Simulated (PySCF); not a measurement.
Ionisation energy of C⁺ by level of theory

C⁺ [He] 2s2 2p1 (2P) → C²⁺ [He] 2s2 (1S), as a difference of total energies. Computed with PySCF 2.14 in def2-QZVPPD, with the non-relativistic Hamiltonian (point nucleus). Correlated levels: valence: 1s2 frozen; valence and next inner shell: nothing frozen. The calculations carry no spin-orbit coupling.

```
                                method  ionisation energy (eV)  plus first-order spin-orbit estimate  error of that sum (eV)
                                   UHF                  24.173                                24.179                  -0.204
                                   LDA                  24.776                                24.781                  +0.398
                                   PBE                  24.856                                24.861                  +0.478
                                  PBE0                  24.838                                24.844                  +0.461
                                r2SCAN                  25.011                                25.017                  +0.634
                                  TPSS                  25.009                                25.014                  +0.631
                                  PW91                  24.954                                24.960                  +0.577
                                revPBE                  24.822                                24.828                  +0.445
                               r2SCAN0                  24.979                                24.984                  +0.601
                         MP2 (valence)                  24.420                                24.426                  +0.043
                     SCS-MP2 (valence)                  24.383                                24.388                  +0.005
    MP2 (valence and next inner shell)                  24.451                                24.457                  +0.074
SCS-MP2 (valence and next inner shell)                  24.405                                24.411                  +0.028
```

Reference: 24.383 eV (measured; NIST Atomic Spectra Database, ionization energies).

A first-order spin-orbit estimate (lowest level to lowest level, LS coupling) adds 0.005 eV.

Errors of the correlated levels include the incompleteness of this basis and the frozen core.
